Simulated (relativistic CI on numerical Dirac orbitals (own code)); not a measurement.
**V4+ in a cubic cluster: L2,3 absorption with charge transfer**

Computed with a charge-transfer multiplet model of a cubic metal-ligand cluster with up to one ligand hole, Slater and spin-orbit integrals from Dirac-Coulomb-Breit ions, Slater integrals scaled by 0.9. The ground state mixes d1 with configurations of k ligand holes L, whose averages lie at kΔ + k(k − 1)U_dd/2; a core hole lowers each added d electron by U_cd. 300 K, Lorentzian 0.4 eV and Gaussian 0.3 eV FWHM.

Atomic integrals in eV (Slater integrals scaled, ζ unscaled), ground: F2dd 9.064, F4dd 5.680, zeta_d 0.029; with the core hole: F2dd 10.686, F4dd 6.738, zeta_d 0.042, zeta_core 4.607, F2cd 6.112, G1cd 4.603, G3cd 2.615. Where a configuration has fewer than two d electrons, the dd integrals are those of d2.

Cluster parameters (eV): Δ = 4, U_cd = 8.1, 10Dq = 2, 10Dq(ligand) = 0.9, V(eg) = 2.1, V(t2g) = -0.89, final-state hopping factor = 0.9.

| Case | n_d | d1 | d2L | S |
| --- | --- | --- | --- | --- |
| U_dd = 4.2 eV | 1.30 | 0.70 | 0.30 | 0.50 |
| U_dd = 4.9 eV | 1.30 | 0.70 | 0.30 | 0.50 |
| U_dd = 6.3 eV | 1.30 | 0.70 | 0.30 | 0.50 |
| U_dd = 7 eV | 1.30 | 0.70 | 0.30 | 0.50 |
| U_dd = 7.7 eV | 1.30 | 0.70 | 0.30 | 0.50 |

Weights, n_d and S are thermal averages at 300 K. Photon energies count from the first peak over 30 % of the highest in each spectrum, which can be another peak from case to case. The parameters are a model scan and need not match a compound or its usual spin state. Peaks in eV (height, largest 100):
- U_dd = 4.2 eV: -2.2 (17), 0.0 (31), 2.3 (89), 4.4 (56), 5.1 (53), 7.8 (81), 9.4 (100), 13.6 (11), 14.9 (7), 16.2 (7), 17.1 (6)
- U_dd = 4.9 eV: -2.2 (18), -0.6 (26), 0.0 (32), 2.3 (89), 4.4 (58), 5.1 (51), 7.7 (82), 9.1 (100), 13.8 (8), 16.4 (5)
- U_dd = 6.3 eV: -2.4 (18), -0.5 (27), 0.0 (30), 2.2 (87), 4.2 (60), 7.7 (82), 9.2 (100), 13.1 (5)
- U_dd = 7 eV: -2.4 (18), -0.6 (28), 0.0 (32), 1.4 (53), 2.2 (92), 4.2 (66), 6.1 (43), 7.6 (82), 9.2 (100)
- U_dd = 7.7 eV: -2.4 (18), -0.6 (29), 0.0 (31), 1.6 (58), 2.4 (88), 4.2 (68), 6.1 (45), 7.7 (82), 9.0 (100)

For the case U_dd = 6.3 eV, Δ = 4 eV is smaller than U_dd = 6.3 eV, the charge-transfer side of the Zaanen-Sawatzky-Allen scheme. With the core hole the configuration with one ligand hole lies at Δ + U_dd − U_cd = 0.1, 0.8, 2.2, 2.9, 3.6 eV from the one without, in the order of the table; where this is negative the screened configuration lies lower, though the effective hopping of about 4.1 eV (from the holes of the mixed ground state) mixes the two strongly wherever it is as large as the gap.

With at most 1 ligand hole the space is cut while the next configuration still counts, so covalency is underestimated, and a final configuration with one more ligand hole, which can lie low, is missing from the spectra.
